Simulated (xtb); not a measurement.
FSr, charge +1, singlet, from a rough starting geometry (GFN-xTB shapes and energies of metal compounds can be far from the true ones).

Input for xtb:
```
$ xtb mol.xyz --gfn 2 --chrg 1 --opt vtight --json

# file mol.xyz
2

Sr    -0.52353560    -0.47581943    -0.84322805
F      0.51898381     0.52121989     0.84869273
```

**Question.** What does this run give for the total energy at the end of the optimisation, HOMO-LUMO gap?

**Answer.** 
The total energy at the end of the optimisation comes out as -4.7355 Eh and the HOMO-LUMO gap comes out as 1.28 eV.
